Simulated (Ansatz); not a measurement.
```xyz
9

O    -1.690    0.441   -0.290
B    -0.662    0.607    0.566
F    -0.843    1.351    1.660
Si    1.140   -0.240    0.164
S     0.900   -1.793   -1.293
H    -2.497    0.896   -0.021
H     2.086    0.815   -0.296
H     1.732   -0.869    1.372
H    -0.166   -1.208   -1.863
```

Total charge 0; spin multiplicity 1.

**Question.** List the ωB97M-V/def2-TZVPP orbital energies in eV (the Gaussian-basis code of Ansatz). (An estimate is asked.)

**Answer.** The calculation gave: Occupied: -2426.62, -1807.28, -678.07, -527.29, -220.62, -189.94, -163.72, -163.65, -163.54, -148.34, -102.48, -102.44, -102.43, -36.94, -32.30, -23.12, -19.45, -18.13, -17.48, -16.10, -16.03, -13.89, -13.59, -13.39, -12.30, -11.81, -10.85, -9.49. Lowest empty: 1.28, 1.70, 1.96, 2.67, 2.88, 3.79, 4.01, 4.21.
